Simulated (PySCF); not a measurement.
**Fractional electron number in Ag²⁺ (silver, charge +2)**

The 4d beta orbital of [Kr] 4d9 is emptied in steps (occupation f), with all orbitals relaxed, ending at [Kr] 4d8. Calculation: PySCF 2.14, in aug-cc-pVDZ-PP with ECP28MDF (5s5p4d2f, 54 functions); a scalar-relativistic core potential. The exact energy is a straight line in f; departures are measured from the line between the end points of the same method.

| f | HSE06 (eV) |
| --- | --- |
| 1 | 0.000 |
| 0.8 | -0.842 |
| 0.6 | -1.266 |
| 0.4 | -1.269 |
| 0.2 | -0.848 |
| 0 | 0.000 |

```csv
method,E(f=0) − E(f=1) (eV),−ε at f=1 (eV),−ε at f=0.4 (eV)
HSE06,34.726,29.483,35.771
```

Orbital energy along the path (eV):

```
  f    HSE06
  1  -29.483
0.8  -31.556
0.6  -33.655
0.4  -35.771
0.2  -37.898
  0  -40.030
```

Reference removal energy between the ground levels: 34.8 ± 0.3 eV (semi-empirical (NIST evaluation); NIST Atomic Spectra Database, ionization energies). The calculation has no spin-orbit coupling. The determinant left behind need not be the lowest term of the ion.
